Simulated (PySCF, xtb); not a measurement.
C₅H₇F, SMILES C1C(CC1F)=C.

GFN2-xTB (xtb) at its own geometry gives an orbital gap of 5.34 eV and a dipole moment of 1.98 D.

Coordinates come from a B3LYP-D3(BJ)/def2-SVP optimisation.

### Question
What does PBE/def2-TZVP run with PySCF give? (An estimate is asked for; the answer gives what the named calculation found.)

### Answer
gap 5.12 eV (levels -6.19 and -1.07 eV), dipole 1.18 D.
